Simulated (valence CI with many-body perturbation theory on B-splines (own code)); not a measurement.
**Energy levels of Re62+**

Method: relativistic CI+MBPT: three valence electrons over a frozen Dirac-Fock core [Ne], radial functions for each j: 11 s, 11 p, 10 d, 8 f, 5 g, 2 h, with the one-electron correlation potential Σ1, the two-electron term Σ2, the three-electron term Σ3, Breit, model QED; selected CI, second order for the rest, scaled by the run's own slope (own B-spline code, finite nucleus).

No measured spectrum was set against this ion. As an estimate, large intervals hold to a few tenths of a per cent, small ones and those within an open d or f shell to about a per cent.

Levels 46 to 90 of 157, with energies above the lowest level, (3s^2 3p1/2) J=1/2. "Leading %" is the weight of the configuration and term that name the level; weights of strongly mixed levels are sums over their largest components and can fall short. In the jj column 3d3/2^4 stands for four electrons in 3d with j = 3/2. Lifetimes count E1, E2, E3, M1 and M2 decay at the calculated energies, and are blank where another channel may lead or the interval is too uncertain; long ones can be off by a factor of two.

```csv
No.,Configuration,Term,J,E (eV),Leading %,Lifetime,g,Leading jj
46,3p2 3d,2D,3/2,1352.0,34,263 fs,1.081,3p1/2 3p3/2 3d3/2 (82 %)
47,3p2 3d,2D,5/2,1353.1,30,298 fs,1.132,3p1/2 3p3/2 3d3/2 (85 %)
48,3p2 3d,4P,1/2,1356.8,32,324 fs,1.684,3p1/2 3p3/2 3d3/2 (86 %)
49,3s 3d2,4F,3/2,1380.9,71,219 fs,0.566,3s 3d3/2^2 (82 %)
50,3s 3d2,4F,5/2,1394.8,45,190 fs,1.064,3s 3d3/2^2 (77 %)
51,3p2 3d,4D,7/2,1407.6,48,558 fs,1.295,3p1/2 3p3/2 3d5/2 (98 %)
52,3s 3d2,4P,1/2,1414.7,58,184 fs,2.249,3s 3d3/2^2 (83 %)
53,3p2 3d,2G,9/2,1415.6,59,1.02 ps,1.172,3p1/2 3p3/2 3d5/2 (91 %)
54,3p2 3d,2P,3/2,1419.4,50,562 fs,1.330,3p1/2 3p3/2 3d5/2 (94 %)
55,3p2 3d,2D,5/2,1423.8,43,589 fs,1.119,3p1/2 3p3/2 3d5/2 (90 %)
56,3p2 3d,2F,7/2,1436.1,49,826 fs,1.124,3p1/2 3p3/2 3d5/2 (78 %)
57,3p2 3d,4P,5/2,1438.3,41,468 fs,1.252,3p1/2 3p3/2 3d5/2 (92 %)
58,3p2 3d,2P,1/2,1449.0,44,779 fs,1.223,3p1/2 3p3/2 3d5/2 (85 %)
59,3p2 3d,2D,3/2,1452.7,59,470 fs,0.937,3p1/2 3p3/2 3d5/2 (92 %)
60,3s 3d2,4F,7/2,1466.0,80,344 fs,1.194,3s 3d3/2 3d5/2 (82 %)
61,3s 3d2,4F,5/2,1468.0,45,405 fs,1.181,3s 3d3/2 3d5/2 (95 %)
62,3s 3d2,4P,3/2,1474.1,84,421 fs,1.552,3s 3d3/2 3d5/2 (99 %)
63,3s 3d2,2G,9/2,1482.6,56,360 fs,1.187,3s 3d3/2 3d5/2 (88 %)
64,3s 3d2,2F,5/2,1490.4,50,284 fs,1.117,3s 3d3/2 3d5/2 (84 %)
65,3s 3d2,2G,7/2,1490.7,73,433 fs,0.949,3s 3d3/2 3d5/2 (94 %)
66,3s 3d2,2D,3/2,1495.7,34,294 fs,1.066,3s 3d3/2 3d5/2 (84 %)
67,3s 3d2,2P,1/2,1505.7,57,249 fs,1.202,3s 3d3/2 3d5/2 (80 %)
68,3p 3d2,4G°,5/2,1527.3,53,1.67 ps,0.734,3p1/2 3d3/2^2 (99 %)
69,3p3,2P°,3/2,1532.8,51,156 fs,1.295,3p3/2^3 (98 %)
70,3s 3d2,4F,9/2,1553.0,63,1.45 ps,1.239,3s 3d5/2^2 (96 %)
71,3s 3d2,2D,5/2,1567.7,51,1.24 ps,1.313,3s 3d5/2^2 (97 %)
72,3p 3d2,2D°,3/2,1570.7,41,256 fs,0.765,3p1/2 3d3/2^2 (98 %)
73,3p 3d2,2P°,1/2,1570.9,44,475 fs,0.645,3p1/2 3d3/2^2 (98 %)
74,3s 3d2,2F,7/2,1576.1,64,1.21 ps,1.097,3s 3d5/2^2 (92 %)
75,3s 3d2,2P,3/2,1582.4,52,1.00 ps,1.112,3s 3d5/2^2 (92 %)
76,3s 3d2,2S,1/2,1601.4,66,1.02 ps,1.848,3s 3d5/2^2 (95 %)
77,3p 3d2,4G°,7/2,1623.9,57,3.37 ps,1.005,3p1/2 3d3/2 3d5/2 (99 %)
78,3p 3d2,2D°,5/2,1627.6,25,2.28 ps,1.054,3p1/2 3d3/2 3d5/2 (100 %)
79,3p 3d2,4D°,3/2,1634.7,42,2.38 ps,1.150,3p1/2 3d3/2 3d5/2 (99 %)
80,3p 3d2,4P°,1/2,1637.6,49,2.46 ps,1.762,3p1/2 3d3/2 3d5/2 (100 %)
81,3p 3d2,2H°,9/2,1640.0,52,3.44 ps,1.013,3p1/2 3d3/2 3d5/2 (99 %)
82,3p 3d2,4D°,5/2,1662.7,28,366 fs,1.135,3p1/2 3d3/2 3d5/2 (99 %)
83,3p 3d2,2F°,7/2,1668.3,46,416 fs,1.110,3p1/2 3d3/2 3d5/2 (98 %)
84,3p 3d2,2P°,3/2,1673.7,31,335 fs,1.342,3p1/2 3d3/2 3d5/2 (98 %)
85,3p2 3d,2D,3/2,1728.4,34,164 fs,1.137,3p3/2^2 3d3/2 (99 %)
86,3p 3d2,4D°,7/2,1732.2,36,1.67 ps,1.215,3p1/2 3d5/2^2 (98 %)
87,3p2 3d,4D,5/2,1736.1,26,170 fs,1.164,3p3/2^2 3d3/2 (95 %)
88,3p 3d2,2G°,9/2,1736.8,30,2.30 ps,1.113,3p1/2 3d5/2^2 (98 %)
89,3p2 3d,4P,1/2,1738.3,46,161 fs,1.634,3p3/2^2 3d3/2 (97 %)
90,3p2 3d,2F,7/2,1740.0,46,177 fs,1.093,3p3/2^2 3d3/2 (98 %)
```
